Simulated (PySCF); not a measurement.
Excitations are Tamm–Dancoff values on a coarser integration grid. The basis has no diffuse functions, so Rydberg states are missing or too high.

Cartesian coordinates (Å):
SMILES: CC1=C(C)C(C)=C(C)[SiH2]1
```xyz
23

C     -2.6149    -1.4963    -0.0393
C     -1.2166    -0.9539    -0.0516
C     -0.8317     0.3433     0.0911
C     -1.7672     1.5050     0.2938
C      0.6539     0.6231     0.0394
C      1.1147     2.0478     0.1935
C      1.4733    -0.4473    -0.1450
C      2.9707    -0.4444    -0.2328
Si     0.3579    -1.9508    -0.2702
H     -3.3822    -0.7218     0.1102
H     -2.7436    -2.2477     0.7599
H     -2.8490    -2.0149    -0.9859
H     -2.8184     1.1916     0.3187
H     -1.6588     2.2509    -0.5112
H     -1.5518     2.0320     1.2382
H      0.6857     2.6940    -0.5904
H      0.7898     2.4710     1.1587
H      2.2068     2.1386     0.1401
H      3.4120     0.5584    -0.1297
H      3.4167    -1.0838     0.5494
H      3.3136    -0.8587    -1.1975
H      0.5866    -2.9680     0.8029
H      0.4473    -2.6668    -1.5809
```
Charge 0, multiplicity 1.

What S1 excitation (TDA), T1 excitation (TDA) and LUMO does ωB97X-D3(BJ)/def2-TZVP // B3LYP-D3(BJ)/def2-SVP in PySCF give?


- S1 excitation (TDA): 4.57 eV
- T1 excitation (TDA): 2.77 eV
- LUMO: 1.14 eV
